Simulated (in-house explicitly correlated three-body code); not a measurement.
Computed with an exponentially correlated three-body code. Model: two electrons around a point charge, non-relativistic, variational in 260 exponentially correlated functions (energies converged to about 1e-7 hartree, or 1e-8 relative for large Z).

For two electrons in a singlet the Kohn-Sham orbital is the square root of half the density, so the exact Kohn-Sham potential and energy parts follow from the density alone, and exchange is minus half the Hartree energy. The Kohn-Sham level equals minus the binding energy of the second electron.

Command:
```bash
python run_hyl.py task.json out
```
Settings (lengths in bohr, energies in hartree):
```
Z                      2.62
interaction_strength   1
functions              260
states_tried           13
```

Cost of the run: 31 s on 1 thread of Intel(R) Xeon(R) Platinum 8488C (Sapphire Rapids) (shared host).

**Converged states only, values per electron or pair.**

Given: nuclear charge 2.62.

```csv
term,mean r (bohr),mean r squared (bohr²),mean inverse r (1/bohr),mean r12 (bohr),mean inverse r12 (1/bohr),mean cosine,mean p1 dot p2 (bohr⁻²),delta r1 (bohr⁻³),delta r12 (bohr⁻³)
1 1S,0.67037,0.61373,2.308,1.0139,1.3312,-0.049729,0.23932,4.4148,0.31807
2 3S,1.7688,5.347,1.5429,3.0466,0.38916,-0.013838,0.013641,3.0178,-
2 1S,1.9786,6.8881,1.5223,3.4469,0.38958,-0.015016,0.017037,2.9884,0.034621
2 3P,1.7187,5.185,1.5227,2.9624,0.41871,-0.049782,-0.19439,2.8218,-
2 1P,1.8566,6.1234,1.5095,3.196,0.39778,0.0046361,0.15346,2.8677,0.0045595
3 3S,3.889,29.706,1.4084,7.2377,0.17728,-0.0039987,0.0036757,2.9034,-
3 1S,4.208,35.151,1.4029,7.8709,0.1765,-0.0046133,0.0048992,2.8977,0.010041
3 3P,3.9785,31.698,1.403,7.4211,0.1836,-0.013569,-0.051401,2.8514,-
3 1P,?,?,?,?,?,?,?,?,?
4 3S,6.935,99.688,1.3641,13.315,0.10044,-0.0016394,0.0014765,2.8788,-
4 1S,7.365,112.97,1.3618,14.173,0.09994,-0.0019517,0.0020319,2.8769,0.0041728
4 3P,?,?,?,?,?,?,?,?,-
4 1P,7.4369,116.18,1.3603,14.316,0.10052,0.00060925,0.019538,2.8629,0.00068581
```

What belongs in the row 3 1P?

mean r (bohr): 4.1835; mean r squared (bohr²): 35.194; mean inverse r (1/bohr): 1.3991; mean r12 (bohr): 7.8198; mean inverse r12 (1/bohr): 0.17815; mean cosine: 0.0014432; mean p1 dot p2 (bohr⁻²): 0.046193; delta r1 (bohr⁻³): 2.8638; delta r12 (bohr⁻³): 0.0015542.

What belongs in the row 4 3P?

mean r (bohr): 7.1638; mean r squared (bohr²): 107.61; mean inverse r (1/bohr): 1.3619; mean r12 (bohr): 13.774; mean inverse r12 (1/bohr): 0.10271; mean cosine: -0.0055259; mean p1 dot p2 (bohr⁻²): -0.02069; delta r1 (bohr⁻³): 2.8578.

**Electric-dipole lines between converged S and P states, rate of the upper state's decay.**

| s state | p state | p minus s (eV) | oscillator strength from s | rate (1/s) |
| --- | --- | --- | --- | --- |
| 1 1S | 2 1P | 44.23 | 0.40258 | 1.1391e+10 |
| 1 1S | 3 1P | 49.11 | 0.10033 | 3.4999e+09 |
| 1 1S | 4 1P | 50.826 | 0.039959 | 1.493e+09 |
| 2 1S | 2 1P | ? | ? | ? |
| 2 1S | 3 1P | 5.9064 | 0.22738 | 1.1473e+08 |
| 2 1S | 4 1P | 7.6214 | 0.06661 | 5.5963e+07 |
| 3 1S | 2 1P | -4.5908 | -0.10669 | 9.7566e+07 |
| 3 1S | 3 1P | 0.29017 | 0.43109 | 524990 |
| 3 1S | 4 1P | 2.0052 | 0.23046 | 1.3403e+07 |
| 4 1S | 2 1P | -6.4757 | -0.020571 | 3.7431e+07 |
| 4 1S | 3 1P | -1.5948 | -0.22973 | 2.5352e+07 |
| 4 1S | 4 1P | 0.12028 | 0.59453 | 124410 |
| 2 3S | 2 3P | 1.8445 | 0.36943 | 1.818e+07 |
| 2 3S | 3 3P | 7.18 | 0.14931 | 1.1134e+08 |
| 2 3S | 4 3P | 9.0092 | 0.048659 | 5.7125e+07 |
| 3 3S | 2 3P | -4.8598 | -0.13813 | 1.4155e+08 |
| 3 3S | 3 3P | 0.47576 | 0.61424 | 2.0109e+06 |
| 3 3S | 4 3P | ? | ? | ? |
| 4 3S | 2 3P | -6.9747 | -0.024239 | 5.1164e+07 |
| 4 3S | 3 3P | -1.6392 | -0.29706 | 3.4635e+07 |
| 4 3S | 4 3P | 0.18999 | 0.84163 | 439390 |

What belongs in the row 2 1S 2 1P?

p minus s (eV): 1.0255; oscillator strength from s: 0.25459; rate (1/s): 3.8723e+06.

What belongs in the row 3 3S 4 3P?

p minus s (eV): 2.3049; oscillator strength from s: 0.14327; rate (1/s): 1.101e+07.

**Exact Kohn-Sham parts of the ground state from its density.**

Computed: total energy -5.38145032 hartree; Hartree energy 2.8264 hartree; exchange energy -1.4132 hartree; DFT correlation energy -0.043089 hartree; kinetic part of the DFT correlation energy 0.038887 hartree; potential part of the DFT correlation energy -0.081975 hartree; exact minus restricted Hartree-Fock -0.043063 hartree; Kohn-Sham level -53.042 eV; restricted Hartree-Fock level -53.395 eV; dipole polarisability 0.36371 bohr³.

What is the Kohn-Sham kinetic?

5.3426 hartree.

What is the C6 of two such species?

0.20172 hartree·bohr⁶.

**Functionals on the exact density and self-consistent, errors are functional minus exact, hybrids only self-consistent, a dash where a self-consistent run leaves the top level unbound.**

```tsv
result	exchange error (millihartree)	correlation error (millihartree)	functional driven error (millihartree)	density driven error (millihartree)	self consistent total error (millihartree)	top level plus exact binding (eV)
PBE0	-	-	-	-	13.948	9.3404
r2SCAN0	-	-	-	-	-0.20591	8.4602
OLYP	2.1442	-3.4529	-1.3088	-1.4248	-2.7336	12.647
M06-L	-16.295	-0.32057	-16.615	-2.2903	-18.906	11.456
TPSS	?	?	?	?	?	?
RPBE	?	?	?	?	?	?
BP86	3.7015	-1.447	2.2544	-0.70551	1.5489	12.667
PBEsol	82.464	-12.285	70.178	-1.1156	69.063	13.254
LDA PW92	196.89	-84.073	112.82	-1.9521	110.87	13.39
SCAN	-4.7521	3.4766	-1.2755	-0.28356	-1.559	11.576
```

What belongs in the row TPSS?

exchange error (millihartree): -4.3829; correlation error (millihartree): -1.82; functional driven error (millihartree): -6.203; density driven error (millihartree): -0.28277; self consistent total error (millihartree): -6.4858; top level plus exact binding (eV): 11.947.

What belongs in the row RPBE?

exchange error (millihartree): -3.8812; correlation error (millihartree): -0.8237; functional driven error (millihartree): -4.7049; density driven error (millihartree): -1.1732; self consistent total error (millihartree): -5.8782; top level plus exact binding (eV): 12.692.

The density-driven part is never positive, since each functional's own density lowers its energy. Here it is small beside the functional-driven part (median ratio 0.18), the normal case. The correlation energy of density-functional theory lies 0.025 millihartree below exact minus Hartree-Fock, because the Hartree-Fock density, unlike the exact one, minimises the Hartree-Fock energy.
